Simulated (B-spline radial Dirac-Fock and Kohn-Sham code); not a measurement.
**Compton profile of La²⁹⁺**

System: the La²⁹⁺ ion, configuration 1s2 2s2 2p6 3s2 3p6 3d10.

Input of the calculation (task.json; shells as n, l, electrons):

```json
{"items": [{
  "Z": 57,
  "q": 29,
  "cfg": [[1, 0, 2], [2, 0, 2], [2, 1, 6], [3, 0, 2], [3, 1, 6], [3, 2, 10]],
  "A": 139,
  "rrms": 4.855,
  "do": ["scatter"],
  "s": [0.0, 0.1, 0.12, 0.15, 0.18, 0.22, 0.26, 0.32, 0.39, 0.47, 0.57, 0.69, 0.84, 1.02, 1.23, 1.5, 1.82, 2.21, 2.68, 3.25, 3.94, 4.78, 5.8],
  "pz": [0, 0.1, 0.2, 0.3, 0.4, 0.5, 0.6, 0.8, 1.0, 1.2, 1.4, 1.6, 1.8, 2.0, 2.5, 3.0, 4.0, 5.0, 7.0, 10.0, 15.0, 20.0, 30.0, 40.0, 60.0, 100.0],
  "hv_scatter": [1000, 10000, 17479.3, 20000, 30000, 50000, 200000, 1000000]
}]}
```

Run with: `python xray_run.py task.json out`

These are calculated numbers from a B-spline atomic structure program; the model is the impulse approximation on configuration-average Dirac-Fock orbitals. pz is in atomic units of momentum; subshell profiles are per electron, for a selection of subshells; open shells are spread over both j values by their weights.

```tsv
pz	J total	J 1s1/2	J 2p3/2	J 3p1/2	J 3d5/2
3	1.235	0.0139	0.0261	0.0622	0.0452
4	1.144	0.0138	0.0260	0.0568	0.0446
5	1.036	0.0137	0.0258	0.0488	0.0431
7	0.8005	0.0134	0.0250	0.0296	0.0370
10	0.5020	0.0129	0.0225	0.00949	0.0235
15	0.2363	0.0116	0.0162	0.00243	0.00763
20	0.1247	0.0101	0.00997	0.00226	0.00218
30	0.04415	0.00708	0.00304	0.00101	0.000205
40	0.01958	0.00461	0.000887	0.000327	2.65e-05
60	0.005543	0.00182	9.83e-05	4.09e-05	1.02e-06
100	0.0008340	0.000326	3.75e-06	2.09e-06	< 1e-6
```

Problem. What is the peak value J(0), and which subshell contributes most to it?

Solution. J(0) = 1.358. The 3d5/2 subshell gives the largest part, 20 %.

Mean momentum ⟨p⟩ by subshell (a.u.): 1s1/2 53.9, 2s1/2 19.2, 2p1/2 25.6, 2p3/2 23.9, 3s1/2 9.68, 3p1/2 11.6, 3p3/2 11.1, 3d3/2 13.3, 3d5/2 13.1.
